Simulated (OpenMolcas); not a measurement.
Au2+ (d9) among equal point charges was computed by CASSCF with the d shell active (OpenMolcas, ANO-RCC-VDZP on the metal). Its lowest spin-free states, and all those of the highest spin:

```json
{"2S+1": "2", "Degeneracy": "2", "E (cm-1)": "0.0"}
{"2S+1": "2", "Degeneracy": "2", "E (cm-1)": "9255"}
{"2S+1": "2", "Degeneracy": "1", "E (cm-1)": "11693"}
```

Q: Is the site octahedral, tetrahedral or cube-like, axial, or of lower symmetry?

A: The states with 2S+1 = 2 have orbital degeneracies 2, 2, 1. There are pairs but no triples, so the site is axial: not cubic, but with a proper or improper axis of order three or more. The run had Au2+ among 3 point charges of -1.3 e arranged as a planar triangle (D3h), 1.94 Å from the ion.

An orbital doublet at a regular site is open to a Jahn-Teller distortion, which this geometry leaves out. Point charges carry no covalency, so the field is a model and not that of real ligands. No measured value stands beside these numbers.
